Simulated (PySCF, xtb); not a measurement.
Sb(H)(TeH)2 (H₃SbTe₂), SMILES [TeH][SbH][TeH].

Harmonic wavenumbers (cm⁻¹) from GFN2-xTB in xtb 6.7.1 at its own minimum, in rising order: 31, 72, 96, 198, 211, 458, 496, 602, 658, 1497, 1915, 1928.

**Question.** What does PBE-D3(BJ)/def2-SVP (PySCF) give at its own minimum? (The exact figures need the calculation; the answer reports its results.)

**Answer.** 54, 131, 165, 174, 177, 422, 464, 597, 641, 1876, 2053, 2054. Paired by order, the mean absolute difference is 78 cm⁻¹ and the zero-point energies are 11.7 and 12.6 kcal/mol.
